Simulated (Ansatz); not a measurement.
One change: `F[Si](S)(Cl)Cl` becomes `O[Si](F)(Cl)Cl`.

Ansatz, PBE0-D4/def2-TZVP geometries, multiplicity 1. Each molecule was computed in one conformer, which needn't be the lowest.

```csv
property,`F[Si](S)(Cl)Cl`
HOMO energy (PBE/def2-TZVPP) / eV,-7.04
HOMO–LUMO gap (PBE0/def2-TZVPP) / eV,8.07
HOMO–LUMO gap (PBE/def2-TZVPP) / eV,5.78
size of the dipole moment (PBE/def2-TZVPP) / D,1.12
HOMO energy (ωB97M-V/def2-TZVPP) / eV,-10.54
HOMO–LUMO gap (ωB97M-V/def2-TZVPP) / eV,12.35
```

**Question.** Give the same properties after the change, and the shifts. (An estimate is asked.)

**Answer.** Ansatz gave: 
```tsv
property	`O[Si](F)(Cl)Cl`	shift
HOMO energy (PBE/def2-TZVPP) / eV	-8.12	-1.08
HOMO–LUMO gap (PBE0/def2-TZVPP) / eV	9.77	1.70
HOMO–LUMO gap (PBE/def2-TZVPP) / eV	7.31	1.53
size of the dipole moment (PBE/def2-TZVPP) / D	1.69	0.57
HOMO energy (ωB97M-V/def2-TZVPP) / eV	-11.84	-1.30
HOMO–LUMO gap (ωB97M-V/def2-TZVPP) / eV	13.66	1.31
```

With PBE0 the HOMO falls by 1.25 eV and the LUMO rises by 0.45 eV, so the gap widens by about 1.70 eV. PBE moves the HOMO by -1.08 eV and ωB97M-V by -1.30 eV. Dipoles are sizes alone; their direction can turn.
